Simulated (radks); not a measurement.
Results of a calculation; reference values are marked as such.
Mean orbital radii <r> (bohr) of the thulium ion Tm18+, [Kr] 4d10 4f5, of relativity; Dirac values are averaged over j with weights 2j + 1. Spin-unpolarised spherical Kohn-Sham, PBE, point nucleus unless stated (finite: rms radius 5.2256 fm), a radial shooting solver on a logarithmic mesh with Libxc functionals. A level marked "c x" has the speed of light scaled by that factor and shares open shells by 2j + 1; other Dirac levels either fill j = l - 1/2 first or share by 2j + 1.

| shell | non-rel. |
|---|---|
| 1s | 0.02197 |
| 2s | 0.09316 |
| 2p | 0.07890 |
| 3s | 0.2380 |
| 3p | 0.2279 |
| 3d | 0.2010 |
| 4s | 0.5190 |
| 4p | 0.5247 |
| 4d | 0.5344 |
| 4f | 0.5442 |
| 5s (empty) | 1.011 |
| 5p (empty) | 1.046 |

Give the values at the level "Dirac, c x 1.25".

Answer. 
shell       Dirac, c x 1.25  change of magnitude (%)
1s                  0.02075                    -5.56
2s                  0.08760                    -5.96
2p                  0.07644                    -3.11
3s                   0.2270                    -4.66
3p                   0.2225                    -2.38
3d                   0.2001                    -0.42
4s                   0.4982                    -4.00
4p                   0.5147                    -1.90
4d                   0.5338                    -0.11
4f                   0.5489                    +0.86
5s (empty)           0.9796                    -3.10
5p (empty)            1.031                    -1.41
